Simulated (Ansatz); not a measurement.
`NC(S)N[SiH3]` → C• + 8 H• + 2 N• + S• + Si•  (atomization)

Isolated molecules relaxed with PBE0-D4/def2-TZVP in Ansatz; ΔE leaves out vibrations. CBS: MP2 limit from def2 TZ/QZ plus the TZ coupled-cluster correction, frozen cores. This one scheme is used for every species, atoms too. For atomizations the MP2-based limit and the directly extrapolated one differ by several kJ/mol either way, and by 10 to 25 for some Ge, Se and Sn compounds, so smaller differences from it don't rank the levels. DFT in def2-TZVPP. No spin–orbit coupling; open shells (•) take unrestricted orbitals. Spin–orbit coupling would lower the free atoms: a little for C, S, Si. Each species was taken in one conformer, which may not be the lowest.

| level | ΔE (kJ/mol) |
| --- | --- |
| PBE0-D4 | 4327.4 |
| HF/def2-QZVPP | 2983.0 |

What does CCSD(T)/CBS give? (Estimate.)

The calculation gave: +4334.5 kJ/mol. The listed levels differ from it by -7.1, -1351.5 kJ/mol.

Largest T1 diagnostic among the species: 0.012.

From BLYP to BHLYP (50 % exact exchange), in def2-TZVPP and without D4, ΔE moves by −98.2 kJ/mol: exact exchange takes away binding that semilocal exchange gives to molecules. Leaving LDA and LC-ωPBE aside and taking each functional with its dispersion term where it has one, the values, not all of them listed here, spread over 194.7 kJ/mol, from BHLYP-D4 to PBE-D4. LDA lies +607.2 kJ/mol from PBE without D4, its usual overbinding.
